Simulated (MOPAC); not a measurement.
A run for MOPAC: PM7 on C3H9Al (SMILES [CH3][Al]([CH3])[CH3]), a point of a bond scan (R = 1.316 Å).

```
PM7 1SCF PRECISE CHARGE=0 THREADS=1
C3H9Al

Al    -0.00545072 1     0.00321689 1     0.00621685 1
C     -1.37694529 1    -1.39163355 1    -0.14691927 1
H     -1.23376687 1    -2.04583157 1    -1.27923346 1
H     -2.38593197 1    -0.96907901 1    -0.16620752 1
H     -1.33411409 1    -2.12920174 1     0.65757840 1
C     -0.15044393 1     1.64610507 1    -1.05639740 1
H      0.79086087 1     1.88141774 1    -1.56277165 1
H     -0.36707720 1     2.50233223 1    -0.40734550 1
H     -0.93818372 1     1.60491701 1    -1.81189978 1
C      1.52994891 1    -0.25594771 1     1.20008060 1
H      2.11111240 1     0.65534719 1     1.35815232 1
H      2.21239517 1    -1.00533961 1     0.78245430 1
H      1.22406953 1    -0.63655760 1     2.17915126 1
```

Output:

```
*******************************************************************************
 **                                                                           **
 **                              MOPAC v23.2.5                                **
 **                                                                           **
 *******************************************************************************
 ** MOPAC's Digital Object Identifier: https://doi.org/10.5281/zenodo.6511958 **
 **                                                                           **
 ** Please cite the open-source release paper for use of this MOPAC version:  **
 ** J. E. Moussa and J. J. P. Stewart (2026)                                  **
 ** MOPAC: An open-source semiempirical molecular orbital program             **
 ** J. Open Source Softw., 11(119), 8025, https://doi.org/10.21105/joss.08025 **
 *******************************************************************************

                              PM7 CALCULATION RESULTS

 *******************************************************************************
 *  PM7        - The PM7 Hamiltonian to be used
 *
 *
 *
 *                 CHARGE ON SYSTEM = 0
 *
 *
 *
 *  PRECISE    - TIGHTER CRITERIA TO BE USED
 *  1SCF       - DO 1 SCF AND THEN STOP
 *  THREADS=1  - MULTI-THREADING NOT USED
 *  T=         - A TIME OF 172800.0 SECONDS REQUESTED
 *  DUMP=N     - RESTART FILE WRITTEN EVERY 7200.0 SECONDS REQUESTED
 *******************************************************************************
PM7 1SCF PRECISE CHARGE=0 THREADS=1
 C3H9Al

   ATOM   CHEMICAL          X               Y               Z
  NUMBER   SYMBOL      (ANGSTROMS)     (ANGSTROMS)     (ANGSTROMS)

     1      Al         -0.00545072  *   0.00321689  *   0.00621685  *
     2       C         -1.37694529  *  -1.39163355  *  -0.14691927  *
     3       H         -1.23376687  *  -2.04583157  *  -1.27923346  *
     4       H         -2.38593197  *  -0.96907901  *  -0.16620752  *
     5       H         -1.33411409  *  -2.12920174  *   0.65757840  *
     6       C         -0.15044393  *   1.64610507  *  -1.05639740  *
     7       H          0.79086087  *   1.88141774  *  -1.56277165  *
     8       H         -0.36707720  *   2.50233223  *  -0.40734550  *
     9       H         -0.93818372  *   1.60491701  *  -1.81189978  *
    10       C          1.52994891  *  -0.25594771  *   1.20008060  *
    11       H          2.11111240  *   0.65534719  *   1.35815232  *
    12       H          2.21239517  *  -1.00533961  *   0.78245430  *
    13       H          1.22406953  *  -0.63655760  *   2.17915126  *



          CARTESIAN COORDINATES

    NO.       ATOM           X           Y           Z

     1        Al         -0.0055      0.0032      0.0062
     2         C         -1.3769     -1.3916     -0.1469
     3         H         -1.2338     -2.0458     -1.2792
     4         H         -2.3859     -0.9691     -0.1662
     5         H         -1.3341     -2.1292      0.6576
     6         C         -0.1504      1.6461     -1.0564
     7         H          0.7909      1.8814     -1.5628
     8         H         -0.3671      2.5023     -0.4073
     9         H         -0.9382      1.6049     -1.8119
    10         C          1.5299     -0.2559      1.2001
    11         H          2.1111      0.6553      1.3582
    12         H          2.2124     -1.0053      0.7825
    13         H          1.2241     -0.6366      2.1792

 General Reference for PM7:
 "Optimization of Parameters for Semiempirical Methods VI: More Modifications to the
 NDDO Approximations and Re-optimization of Parameters", J. J. P. Stewart, J. Mol. Mod., 1:32, 19 (2013)
 https://link.springer.com/article/10.1007/s00894-012-1667-x

           Empirical Formula: C3 H9 Al  =    13 atoms



      MOLECULAR POINT GROUP   :   C1


      RHF CALCULATION, NO. OF DOUBLY OCCUPIED LEVELS = 12


 -------------------------------------------------------------------------------
 PM7 1SCF PRECISE CHARGE=0 THREADS=1
 C3H9Al



     1SCF WAS SPECIFIED, SO BFGS WAS NOT USED
     SCF FIELD WAS ACHIEVED


                              PM7 CALCULATION
                                                       MOPAC v23.2.5 Linux




          FINAL HEAT OF FORMATION =         20.51346 KCAL/MOL =      85.82833 KJ/MOL


          COSMO AREA              =        132.05 SQUARE ANGSTROMS
          COSMO VOLUME            =        121.21 CUBIC ANGSTROMS

          IONIZATION POTENTIAL    =         10.234900 EV
          HOMO LUMO ENERGIES (EV) =        -10.235  1.242
          NO. OF FILLED LEVELS    =         12
          MOLECULAR WEIGHT        =         72.0856         POINT GROUP:  C1

          MOLECULAR DIMENSIONS (Angstroms)

            Atom       Atom       Distance
            H    13    H     9     5.06241
            H     3    H     8     4.61332
            H     4    H    12     3.48283


          SCF CALCULATIONS        =          1





   ATOM   CHEMICAL          X               Y               Z
  NUMBER   SYMBOL      (ANGSTROMS)     (ANGSTROMS)     (ANGSTROMS)

     1      Al         -0.00545072  *   0.00321689  *   0.00621685  *
     2       C         -1.37694529  *  -1.39163355  *  -0.14691927  *
     3       H         -1.23376687  *  -2.04583157  *  -1.27923346  *
     4       H         -2.38593197  *  -0.96907901  *  -0.16620752  *
     5       H         -1.33411409  *  -2.12920174  *   0.65757840  *
     6       C         -0.15044393  *   1.64610507  *  -1.05639740  *
     7       H          0.79086087  *   1.88141774  *  -1.56277165  *
     8       H         -0.36707720  *   2.50233223  *  -0.40734550  *
     9       H         -0.93818372  *   1.60491701  *  -1.81189978  *
    10       C          1.52994891  *  -0.25594771  *   1.20008060  *
    11       H          2.11111240  *   0.65534719  *   1.35815232  *
    12       H          2.21239517  *  -1.00533961  *   0.78245430  *
    13       H          1.22406953  *  -0.63655760  *   2.17915126  *

                             CARTESIAN COORDINATES

   1   Al       -0.005450720     0.003216890     0.006216850
   2    C       -1.376945290    -1.391633550    -0.146919270
   3    H       -1.233766870    -2.045831570    -1.279233460
   4    H       -2.385931970    -0.969079010    -0.166207520
   5    H       -1.334114090    -2.129201740     0.657578400
   6    C       -0.150443930     1.646105070    -1.056397400
   7    H        0.790860870     1.881417740    -1.562771650
   8    H       -0.367077200     2.502332230    -0.407345500
   9    H       -0.938183720     1.604917010    -1.811899780
  10    C        1.529948910    -0.255947710     1.200080600
  11    H        2.111112400     0.655347190     1.358152320
  12    H        2.212395170    -1.005339610     0.782454300
  13    H        1.224069530    -0.636557600     2.179151260


           Empirical Formula: C3 H9 Al  =    13 atoms



      MOLECULAR POINT GROUP   :   C1


                  EIGENVALUES
 -24.80333 -24.28457 -22.62773 -14.11461 -14.04721 -13.62864 -13.42653 -12.77614
 -12.20997 -11.11307 -10.99147 -10.23490   1.24202   3.23377   4.17855   4.22748
   5.03414   6.33594   6.48881   6.65669   6.66275   6.73985   7.91168   8.18376
   8.21826  18.08801  18.10143  18.43273  21.65047  21.66554


              NET ATOMIC CHARGES AND DIPOLE CONTRIBUTIONS

  ATOM NO.   TYPE          CHARGE      No. of ELECS.   s-Pop       p-Pop       d-Pop
    1         Al           0.794737        2.2053     0.19690     1.14793     0.86043
    2          C          -0.801063        4.8011     1.07293     3.72813
    3          H           0.194815        0.8052     0.80519
    4          H           0.177374        0.8226     0.82263
    5          H           0.175494        0.8245     0.82451
    6          C          -0.829824        4.8298     1.04686     3.78296
    7          H           0.186947        0.8131     0.81305
    8          H           0.187506        0.8125     0.81249
    9          H           0.184777        0.8152     0.81522
   10          C          -0.830474        4.8305     1.04695     3.78352
   11          H           0.185232        0.8148     0.81477
   12          H           0.187936        0.8121     0.81206
   13          H           0.186544        0.8135     0.81346
 DIPOLE           X         Y         Z       TOTAL
 POINT-CHG.    -0.019    -0.235    -0.283     0.368
 HYBRID         0.007     0.073     0.101     0.125
 SUM           -0.011    -0.162    -0.182     0.244


          ATOMIC ORBITAL ELECTRON POPULATIONS

     Atom    s        px        py        pz      x^2-y^2     xz        z^2       yz        xy
    1 Al   0.19690   0.40416   0.43224   0.31153   0.18060   0.17758   0.12365   0.17789   0.20072
    2  C   1.07293   1.30498   1.29980   1.12335
    3  H   0.80519
    4  H   0.82263
    5  H   0.82451
    6  C   1.04686   1.14769   1.39188   1.24340
    7  H   0.81305
    8  H   0.81249
    9  H   0.81522
   10  C   1.04695   1.35994   1.15288   1.27070
   11  H   0.81477
   12  H   0.81206
   13  H   0.81346

 **********************
 *                    *
 * JOB ENDED NORMALLY *
 *                    *
 **********************




 == MOPAC DONE ==
```

The run finished.

Cost: about 0.06 core-seconds (a rough figure).
